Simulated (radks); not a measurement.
Values are calculated unless marked as measured or tabulated.
Removal energies from the manganese ion Mn+, [Ar] 3d(3/2: 4, 5/2: 2), by Delta-SCF beside the eigenvalue of the level emptied. Level of theory: Dirac Kohn-Sham, relativistic LDA (MacDonald-Vosko exchange, VWN5 correlation), spin-unpolarised, spherical densities, finite nucleus; Fermi nuclear charge, rms radius of each element as measured or else 0.836 A^(1/3) + 0.57 fm (a radial shooting solver on a logarithmic mesh with Libxc functionals). Sub-shells are occupied by j as written (lower j first in brackets).

| removed from | final configuration | Delta-SCF (eV) | -eigenvalue (eV) |
|---|---|---|---|
| 3d5/2 | [Ar] 3d(3/2: 4, 5/2: 1) | 17.443 | 10.943 |
| 3d3/2 | [Ar] 3d(3/2: 3, 5/2: 2) | 17.567 | 11.051 |
| 3p3/2 | [Ne] 3s2 3p(1/2: 2, 3/2: 3) 3d(3/2: 4, 5/2: 2) | 64.907 | 57.323 |
| 3p1/2 | [Ne] 3s2 3p(1/2: 1, 3/2: 4) 3d(3/2: 4, 5/2: 2) | 66.190 | 58.574 |
